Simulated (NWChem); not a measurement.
## Correlation energy of H2Be

```xyz
3

Be     0.0000     0.0000     0.0000
H      0.0000     0.0000     1.3442
H      0.0000     0.0000    -1.3442
```
Charge 0, spin multiplicity 1.

Program: NWChem. Structure: optimised with PBE/def2-SVP, a minimum by its harmonic frequencies.

Basis set: def2-TZVP. Each correlation energy counts from its own Hartree-Fock reference.

The correlated methods keep 1 core orbital frozen. The structure started from a generated list of species. No row is a measurement; the coupled-cluster row has its own basis-set and correlation limits.

| method | correlation energy (mHa) |
|---|---|
| MP2 | -51.1 |
| SCS-MP2 | (withheld) |
| CR-CCSD[T] | -67.6 |
| CR-CCSD(T) | -67.6 |
| CCSD | (withheld) |
| CCSD+T(CCSD) | -67.6 |
| CCSD(T) | -67.6 |
| CCSDT | -67.8 |

Task: What belongs in the gaps?

Result: 
- SCS-MP2, correlation energy (mHa): -60.1
- CCSD, correlation energy (mHa): -67.1
